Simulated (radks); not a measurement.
Values are calculated unless marked as measured or tabulated.
Neutral iridium inside a hard spherical wall (all orbitals vanish at R), configuration held at [Xe] 4f14 5d7 6s2 and not refilled when levels cross. Code: a radial shooting solver on a logarithmic mesh with Libxc functionals. Model: scalar-relativistic Kohn-Sham, r2SCAN, spin-polarised, spherical densities, finite nucleus; open shells are filled with parallel spins first (spin-orbit coupling, left out, can overturn this in heavy ions); meta-GGA in the generalised Kohn-Sham scheme; Fermi nuclear charge, rms radius 5.4032 fm. Eigenvalues in eV for spin up, with the zero of energy where the potential of the charges vanishes at infinity; a dash marks a level that is unbound or too diffuse for the functional's potential to be trusted. A positive occupied level is held by the wall or, in an anion where self-interaction has pushed it up, behind a barrier. The pressure on the wall is -dE/dV.

| R (bohr) | E (hartree) | kinetic (hartree) | e(4f) | e(5p) | e(5d) | e(6s) | e(6p, empty) | e(7s, empty) | pressure (GPa) |
|---|---|---|---|---|---|---|---|---|---|
| free | -17826.1453 | 19811.157 | -63.070 | -57.201 | -8.413 | -7.047 | - | - | 0 |
| 12 | -17826.1452 | 19811.158 | -63.069 | -57.200 | -8.412 | -7.046 | -1.003 | 1.308 | 0.000182 |
| 10 | -17826.1451 | 19811.159 | -63.059 | -57.190 | -8.403 | -7.038 | -0.938 | 2.280 | 0.00393 |
| 7 | -17826.1382 | 19811.220 | -62.771 | -56.903 | -8.136 | -6.784 | -0.214 | 7.188 | 0.444 |
| 6 | -17826.1183 | 19811.360 | -62.230 | -56.375 | -7.656 | -6.283 | 0.828 | 11.967 | 2.37 |
| 5 | -17826.0394 | 19811.821 | -60.761 | -54.980 | -6.400 | -4.804 | 3.458 | 21.944 | 14.0 |
| 4 | -17825.6981 | 19813.485 | -56.655 | -51.272 | -2.969 | -0.026 | 10.912 | 45.568 | 98.9 |
| 3.5 | -17825.1761 | 19815.763 | -52.231 | -47.477 | 0.789 | 6.000 | 19.632 | 69.834 | 297 |
| 3 | -17823.9140 | 19820.927 | -44.389 | -41.048 | 7.759 | 18.581 | 36.860 | 113.10 | 1020 |
| 2.5 | -17820.4902 | 19834.289 | -29.524 | -29.130 | 22.076 | 47.625 | 74.114 | 197.19 | 4210 |
| 2 | -17809.5000 | 19874.617 | 1.520 | -2.315 | 56.398 | 123.80 | 164.62 | 382.06 | 22800 |
